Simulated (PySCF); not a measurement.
C4H5, charge -1, singlet, at a GFN2-xTB geometry (in this run its highest filled SCF level lies above zero, so its values depend strongly on the basis, on diffuse functions most of all); PySCF with CCSD(T)/STO-3G.

Here is a job for PySCF.
```python
from pyscf import gto, scf, cc

mol = gto.M(
    atom='''
C    -0.00477750   -0.00846867    0.42733059
C    -0.00174017   -0.76951404   -0.83385328
C     0.02025666    0.75423460   -0.88448337
C    -0.02048610   -0.11308971    1.73328716
H    -0.90781767   -1.26894023   -1.19210447
H     0.89751813   -1.29434815   -1.17242457
H     0.93628317    1.22602460   -1.25140807
H    -0.87391678    1.25150097   -1.27114099
H    -0.01158415    0.90678977    2.23339151
''',
    basis='sto-3g',
    charge=-1,
    verbose=4,
)

mf = scf.RHF(mol)
mf.kernel()

mycc = cc.CCSD(mf)
mycc.kernel()
et = mycc.ccsd_t()
print('E(CCSD(T)) = %.10f' % (mycc.e_tot + et))
```

Write the output that PySCF gives for this input, abridged.


```
PySCF version 2.14.0

[INPUT] verbose = 4
[INPUT] num. atoms = 9
[INPUT] num. electrons = 30
[INPUT] charge = -1
[INPUT] spin (= nelec alpha-beta = 2S) = 0
[INPUT] symmetry False subgroup None
[INPUT] Mole.unit = angstrom
[INPUT] Symbol           X                Y                Z      unit          X                Y                Z       unit  Magmom
[INPUT]  1 C     -0.004777500000  -0.008468670000   0.427330590000 AA   -0.009028166560  -0.016003466939   0.807537779749 Bohr   0.0
[INPUT]  2 C     -0.001740170000  -0.769514040000  -0.833853280000 AA   -0.003288444710  -1.454170784608  -1.575754327270 Bohr   0.0
[INPUT]  3 C      0.020256660000   0.754234600000  -0.884483370000 AA    0.038279539598   1.425296827671  -1.671431331032 Bohr   0.0
[INPUT]  4 C     -0.020486100000  -0.113089710000   1.733287160000 AA   -0.038713118360  -0.213708579406   3.275438027625 Bohr   0.0
[INPUT]  5 H     -0.907817670000  -1.268940230000  -1.192104470000 AA   -1.715526767341  -2.397949503143  -2.252750960170 Bohr   0.0
[INPUT]  6 H      0.897518130000  -1.294348150000  -1.172424570000 AA    1.696063457532  -2.445963513337  -2.215561339011 Bohr   0.0
[INPUT]  7 H      0.936283170000   1.226024600000  -1.251408070000 AA    1.769318766340   2.316850715979  -2.364818522371 Bohr   0.0
[INPUT]  8 H     -0.873916780000   1.251500970000  -1.271140990000 AA   -1.651463369862   2.364994077928  -2.402108336808 Bohr   0.0
[INPUT]  9 H     -0.011584150000   0.906789770000   2.233391510000 AA   -0.021890870886   1.713584317857   4.220498282829 Bohr   0.0

nuclear repulsion = 101.474244069098
number of shells = 17
number of NR pGTOs = 75
number of NR cGTOs = 25
basis = sto-3g
ecp = {}

******** <class 'pyscf.scf.hf.RHF'> ********
method = RHF
initial guess = minao
damping factor = 0
level_shift factor = 0
DIIS = <class 'pyscf.scf.diis.CDIIS'>
diis_start_cycle = 1
diis_space = 8
diis_damp = 0
SCF conv_tol = 1e-09
SCF conv_tol_grad = None
SCF max_cycles = 50
direct_scf = True
direct_scf_tol = 1e-13
Set gradient conv threshold to 3.16228e-05
Initial guess from minao.
init E= -153.204532923122
  HOMO = -0.0931447812213648  LUMO = 0.199085558152477  gap/eV = 7.95199
cycle= 1 E= -152.107138701994  delta_E=  1.1  |g|= 0.423  |ddm|= 3.91
  HOMO = 0.200399847303595  LUMO = 0.707333165048899  gap/eV = 13.79436
cycle= 2 E= -152.18164294586  delta_E= -0.0745  |g|= 0.163  |ddm|= 0.81
  HOMO = 0.0886860702587113  LUMO = 0.657225538849641  gap/eV = 15.47075
cycle= 3 E= -152.190390110225  delta_E= -0.00875  |g|= 0.0503  |ddm|= 0.292
  HOMO = 0.0773294261309885  LUMO = 0.649624453447018  gap/eV = 15.57294
cycle= 4 E= -152.192082477932  delta_E= -0.00169  |g|= 0.0204  |ddm|= 0.109
  HOMO = 0.0759278684566671  LUMO = 0.653998610624808  gap/eV = 15.73011
cycle= 5 E= -152.192368536423  delta_E= -0.000286  |g|= 0.0058  |ddm|= 0.0585
  HOMO = 0.0744716589956458  LUMO = 0.653617503203674  gap/eV = 15.75936
cycle= 6 E= -152.192395800702  delta_E= -2.73e-05  |g|= 0.00169  |ddm|= 0.0186
  HOMO = 0.0738586084678572  LUMO = 0.653439767522017  gap/eV = 15.77121
cycle= 7 E= -152.192397587545  delta_E= -1.79e-06  |g|= 0.000205  |ddm|= 0.00524
  HOMO = 0.0738590287149912  LUMO = 0.653463628143287  gap/eV = 15.77184
cycle= 8 E= -152.192397617482  delta_E= -2.99e-08  |g|= 4.86e-05  |ddm|= 0.000587
  HOMO = 0.0738664468318715  LUMO = 0.653468654760383  gap/eV = 15.77178
cycle= 9 E= -152.192397618962  delta_E= -1.48e-09  |g|= 1.29e-05  |ddm|= 0.000127
  HOMO = 0.0738679579365251  LUMO = 0.653467912645155  gap/eV = 15.77172
cycle= 10 E= -152.192397619077  delta_E= -1.16e-10  |g|= 3.51e-06  |ddm|= 3.83e-05
  HOMO = 0.0738687376022016  LUMO = 0.653468764254984  gap/eV = 15.77172
Extra cycle  E= -152.192397619085  delta_E= -7.11e-12  |g|= 1.45e-06  |ddm|= 7.06e-06
converged SCF energy = -152.192397619085

******** <class 'pyscf.cc.ccsd.CCSD'> ********
CC2 = 0
CCSD nocc = 15, nmo = 25
max_cycle = 50
direct = 0
conv_tol = 1e-07
conv_tol_normt = 1e-05
diis_space = 6
diis_start_cycle = 0
diis_start_energy_diff = 1e+09
Init t2, MP2 energy = -152.401075625709  E_corr(MP2) -0.208678006624852
Init E_corr(CCSD) = -0.208678006625843
cycle = 1  E_corr(CCSD) = -0.243596621562923  dE = -0.0349186149  norm(t1,t2) = 0.0660463
cycle = 2  E_corr(CCSD) = -0.256253656293269  dE = -0.0126570347  norm(t1,t2) = 0.0277669
cycle = 3  E_corr(CCSD) = -0.264537677946182  dE = -0.00828402165  norm(t1,t2) = 0.0142465
cycle = 4  E_corr(CCSD) = -0.265225046411516  dE = -0.000687368465  norm(t1,t2) = 0.00353083
cycle = 5  E_corr(CCSD) = -0.264980573561141  dE = 0.00024447285  norm(t1,t2) = 0.00160913
cycle = 6  E_corr(CCSD) = -0.264962927516282  dE = 1.76460449e-05  norm(t1,t2) = 0.000352403
cycle = 7  E_corr(CCSD) = -0.264956369059806  dE = 6.55845648e-06  norm(t1,t2) = 0.000163106
cycle = 8  E_corr(CCSD) = -0.264955378923679  dE = 9.90136127e-07  norm(t1,t2) = 4.85112e-05
cycle = 9  E_corr(CCSD) = -0.264955809830919  dE = -4.3090724e-07  norm(t1,t2) = 1.74287e-05
cycle = 10  E_corr(CCSD) = -0.264956332079396  dE = -5.22248477e-07  norm(t1,t2) = 5.32485e-06
cycle = 11  E_corr(CCSD) = -0.264956271243306  dE = 6.08360901e-08  norm(t1,t2) = 1.68913e-06
CCSD converged
E(CCSD) = -152.4573538903279  E_corr = -0.2649562712433056
CCSD(T) correction = -0.00411561846206736
E(CCSD(T)) = -152.4614695088
```
